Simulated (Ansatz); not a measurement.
```yaml
crystal:
  periodic: [false, false, false]
  atoms:
    - {symbol: O, position_ang: [-1.781391, 1.250702, 1.638616]}
    - {symbol: C, position_ang: [-0.197846, 1.253300, 1.568600]}
    - {symbol: C, position_ang: [0.364944, 0.729852, 0.056745]}
    - {symbol: N, position_ang: [-0.172901, -0.758777, -0.268793]}
    - {symbol: Si, position_ang: [0.600472, -1.921774, -1.584859]}
    - {symbol: H, position_ang: [-2.149073, 2.029257, 0.992483]}
    - {symbol: H, position_ang: [0.258104, 2.365912, 1.825544]}
    - {symbol: H, position_ang: [0.174331, 0.475435, 2.436057]}
    - {symbol: H, position_ang: [1.592650, 0.728527, 0.070580]}
    - {symbol: H, position_ang: [0.026520, 1.556271, -0.799145]}
    - {symbol: H, position_ang: [-1.263422, -0.881233, 0.003458]}
    - {symbol: H, position_ang: [-0.165982, -3.393579, -1.467932]}
    - {symbol: H, position_ang: [2.230595, -2.077283, -1.271249]}
    - {symbol: H, position_ang: [0.468213, -1.389203, -3.167846]}
basis:
  gaussian: {orbitals: def2-TZVP}
magnetization: {spin_polarized: true, initial_magnetization: 8}
hamiltonian: {xc: {name: PBEsol}}
output: {forces: true}
```

```sh
$ ansatz run in.yaml --threads 4 --pin off --events-out ev --progress --plain --max-ram 10444MiB
```

It prints (some lines left out):

```
Functional definition: PBEsol
1314 factors; their error is unknown
mean field evaluation 1: about -13533.8152 eV, gradient 6.9e1 eV
mean field evaluation 2: about -12911.0077 eV, gradient 2.5e2 eV
mean field evaluation 4: about -13410.1348 eV, gradient 1.2e2 eV
mean field evaluation 8: about -13563.6130 eV, gradient 5.6e-1 eV
mean field evaluation 16: about -13563.5950 eV, gradient 1.9e-5 eV
mean field -13563.59504982 eV, -498.4529243458 hartree, gradient 5.2e-6 eV, S^2 20.006571; 10 other end points of the search recorded, 0 dependent functions left out
reference -13563.59511524 eV, -498.4529267503 hartree; 29, 21 occupied and 186, 194 virtual orbitals, 1314 factors
Total energy: -13563.59511524 eV, -498.4529267503 hartree
Atom 0 at    -1.781391     1.250702     1.638616 Å, force     1.294925    -0.738306     0.709746 eV/Å
Atom 1 at    -0.197846     1.253300     1.568600 Å, force     2.594901    -0.594653     1.289580 eV/Å
Atom 2 at     0.364944     0.729852     0.056745 Å, force     0.359491     1.032366     0.705975 eV/Å
Atom 3 at    -0.172901    -0.758777    -0.268793 Å, force    -1.323500     2.933240     0.934759 eV/Å
Atom 4 at     0.600472    -1.921774    -1.584859 Å, force    -0.666432     3.271495    -1.122556 eV/Å
Atom 5 at    -2.149073     2.029257     0.992483 Å, force    -0.802731     1.152300    -0.869274 eV/Å
Atom 6 at     0.258104     2.365912     1.825544 Å, force    -1.345088    -2.188508    -0.839759 eV/Å
Atom 7 at     0.174331     0.475435     2.436057 Å, force    -0.984169     1.798451    -2.142395 eV/Å
Atom 8 at     1.592650     0.728527     0.070580 Å, force    -2.657797    -0.307094    -0.101372 eV/Å
Atom 9 at     0.026520     1.556271    -0.799145 Å, force     0.554033    -2.141487     1.641205 eV/Å
Atom 10 at    -1.263422    -0.881233     0.003458 Å, force     1.520352     0.287103     0.122236 eV/Å
Atom 11 at    -0.165982    -3.393579    -1.467932 Å, force    -1.716968    -3.548605    -0.189023 eV/Å
Atom 12 at     2.230595    -2.077283    -1.271249 Å, force     3.792287    -0.701563     1.212477 eV/Å
Atom 13 at     0.468213    -1.389203    -3.167846 Å, force    -0.619302    -0.254739    -1.351599 eV/Å
Dipole moment:     0.301674     0.285891     0.466013 e Å
```

In this input the spin is set far too high for this molecule. The calculation finished and met its thresholds. The result belongs to that input, not to the molecule as meant.
